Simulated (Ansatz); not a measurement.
Basis sets compared for Ti₅O₁₇H₁₄, a hydroxylated oxide cluster. Total charge 0; singlet. Geometry PBE-D4/def2-SVP. Ansatz on 2 threads of AMD EPYC 7R13 on a shared host and a share (18 GiB) of an NVIDIA H100 80GB HBM3; times are rough, and most runs start from earlier orbitals.

```xyz
36

Ti    1.9877   -2.1903   -0.5541
Ti   -1.1746   -1.2639   -0.7870
Ti    0.9930   -0.0062   -2.8575
Ti    1.2489    1.3709    1.7276
Ti   -2.5021    0.9633    0.9337
O     2.3992    2.0548    2.9327
O     1.9150    1.5642    0.0551
O     0.9804   -0.3820    2.0873
O     2.8139   -1.9392    1.0934
O     2.6560   -3.6186   -1.4126
O    -2.7488    2.6867    0.5014
O    -0.4092    2.1326    1.8511
O    -1.2845    0.6756   -0.6775
O    -2.5840    1.0855    2.8011
O    -1.5249   -0.8280    1.1615
O     2.1745   -0.6482   -1.5600
O     0.5542    1.7111   -2.3400
O     0.2569   -2.3874   -0.2725
O     1.5655   -0.1300   -4.5628
O    -4.0133    0.1053    0.3174
O    -0.4463   -0.9744   -2.5290
O    -2.7799   -1.9664   -1.0439
H     3.1727    2.6206    2.7654
H     2.2634    0.7865   -0.4673
H     1.7099   -1.0659    1.9604
H     3.5864   -2.4152    1.4444
H     2.2031   -4.4415   -1.6688
H    -2.0355    3.3502    0.5587
H    -1.0300    1.9706    2.6187
H    -0.9202    1.2570   -1.4034
H    -2.5433    0.2201    3.2523
H    -0.6382   -0.8002    1.6262
H     1.0130    2.0105   -1.5100
H     1.2790   -0.7259   -5.2766
H    -4.6592    0.6375   -0.1858
H    -3.4786   -1.4199   -0.5798
```

The 6-31G sets use Cartesian d functions. B3LYP takes the VWN-RPA correlation. Single mean-field runs in def2-SVP, def2-TZVP are fitted with def2-universal-jkfit.

Binding counts from free atoms (Ti triplet, O triplet, H doublet) in the same basis, without a counterpoise term.

| level | functions | energy (Eh) | HOMO (eV) | LUMO (eV) | binding per atom (eV) | wall time |
| --- | --- | --- | --- | --- | --- | --- |
| HF/6-31G | 326 | -5523.2027 | -13.04 | 1.07 | 2.51 | 4 s |
| PBE-D4/def2-SVP | 463 | -5531.9819 | -6.75 | -3.24 | 4.91 | 4.5 s |
| B3LYP-D4/6-31G | 326 | -5535.3492 | -8.29 | -2.95 | 4.43 | 5 s |
| PBE0-D4/def2-SVP | 463 | -5531.9204 | -8.49 | -2.53 | 4.56 | 4.9 s |

Task: Estimate the rows for HF/def2-TZVP, PBE-D4/def2-TZVP (with forces), B3LYP-D4/def2-TZVP, PBE0-D4/def2-TZVP.

Result: 
```json
{"level": "HF/def2-TZVP", "functions": "836", "energy (Eh)": "-5524.4640", "HOMO (eV)": "-12.87", "LUMO (eV)": "1.54", "binding per atom (eV)": "2.74", "wall time": "5.5 s"}
{"level": "PBE-D4/def2-TZVP (with forces)", "functions": "836", "energy (Eh)": "-5534.0731", "HOMO (eV)": "-7.10", "LUMO (eV)": "-3.45", "binding per atom (eV)": "–", "wall time": "8.6 s"}
{"level": "B3LYP-D4/def2-TZVP", "functions": "836", "energy (Eh)": "-5536.5296", "HOMO (eV)": "-8.46", "LUMO (eV)": "-2.85", "binding per atom (eV)": "4.56", "wall time": "7 s"}
{"level": "PBE0-D4/def2-TZVP", "functions": "836", "energy (Eh)": "-5534.0111", "HOMO (eV)": "-8.72", "LUMO (eV)": "-2.56", "binding per atom (eV)": "4.51", "wall time": "6.5 s"}
```
